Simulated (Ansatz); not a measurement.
`[Cl][GeH2][I]` and `[Cl][GeH2][Br]` differ in one atom or group.

Ansatz, PBE0-D4/def2-TZVP geometries, multiplicity 1. 

Elements past krypton have def2 core potentials. Scalar relativity is left out up to krypton.

```csv
property,`[Cl][GeH2][I]`
HOMO energy (ωB97M-V/def2-TZVPP) / eV,-10.03
LUMO energy (PBE0/def2-TZVPP) / eV,-1.47
LUMO energy (ωB97M-V/def2-TZVPP) / eV,0.40
HOMO energy (PBE/def2-TZVPP) / eV,-6.75
size of the dipole moment (ωB97M-V/def2-TZVPP) / D,1.65
HOMO–LUMO gap (B3LYP/def2-TZVPP) / eV,5.90
```

Task: Give the same properties after the change, and the shifts. (Estimate.)

Result: Ansatz gave: 
```tsv
property	`[Cl][GeH2][Br]`	shift
HOMO energy (ωB97M-V/def2-TZVPP) / eV	-10.81	-0.78
LUMO energy (PBE0/def2-TZVPP) / eV	-1.02	0.45
LUMO energy (ωB97M-V/def2-TZVPP) / eV	0.93	0.53
HOMO energy (PBE/def2-TZVPP) / eV	-7.31	-0.56
size of the dipole moment (ωB97M-V/def2-TZVPP) / D	1.86	0.21
HOMO–LUMO gap (B3LYP/def2-TZVPP) / eV	7.01	1.11
```

With PBE0 the HOMO falls by 0.71 eV and the LUMO rises by 0.45 eV, so the gap widens by about 1.16 eV. PBE moves the HOMO by -0.56 eV and ωB97M-V by -0.78 eV. Dipoles are sizes alone; their direction can turn.

B3LYP here is the variant with VWN-RPA as its local correlation; programs differ in this.

Spin–orbit coupling is left out; it splits and shifts lone-pair levels of the heavy atoms by tenths of an eV.
